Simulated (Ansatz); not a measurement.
Total energies of Nb3Te4⁺ (the lowest singlet isomer of a short search) from Ansatz at PBE0-D4/def2-TZVP, gas phase (1 Eh = 27.2114 eV = 2625.5 kJ/mol). The reference geometry is relaxed at PBE-D4/def2-SVP.

```xyz
7

Nb    1.298    0.902    0.090
Nb   -1.116    0.333    1.076
Nb    0.274   -1.545   -0.218
Te    1.482   -0.333   -2.279
Te   -0.722    2.629   -0.245
Te   -2.336   -1.227   -0.727
Te    1.118   -0.759    2.303
```

```json
{"state": "charge 1 singlet", "geometry": "reference", "energy (Eh)": "-1243.18828"}
{"state": "charge 0 doublet", "geometry": "reference", "energy (Eh)": "-1243.40746"}
{"state": "charge 1 triplet", "geometry": "relaxed at PBE-D4/def2-SVP", "energy (Eh)": "-1243.15631"}
{"state": "charge 1 quintet", "geometry": "relaxed at PBE-D4/def2-SVP", "energy (Eh)": "-1243.11442"}
```

In the def2 sets Nb, Te take a core potential; there is no spin–orbit coupling.

Question: Work out the vertical electron affinity, to the doublet.

Answer: E(charge 1 singlet) − E(charge 0 doublet) = -1243.18828 − (-1243.40746) = 0.21918 Eh = 5.96 eV.

Question: Which of the charge 1 states is lowest, and how far above it are the others?

Answer: The singlet. triplet: -1243.15631 − (-1243.18828) = 0.03197 Eh = 83.9 kJ/mol; quintet: -1243.11442 − (-1243.18828) = 0.07386 Eh = 193.9 kJ/mol.

The restricted singlet is unstable towards broken spin symmetry in Hartree–Fock (as tested in another run); at PBE0-D4/def2-TZVP this wasn't settled. 

The structure comes from a short search, and lower isomers may exist.
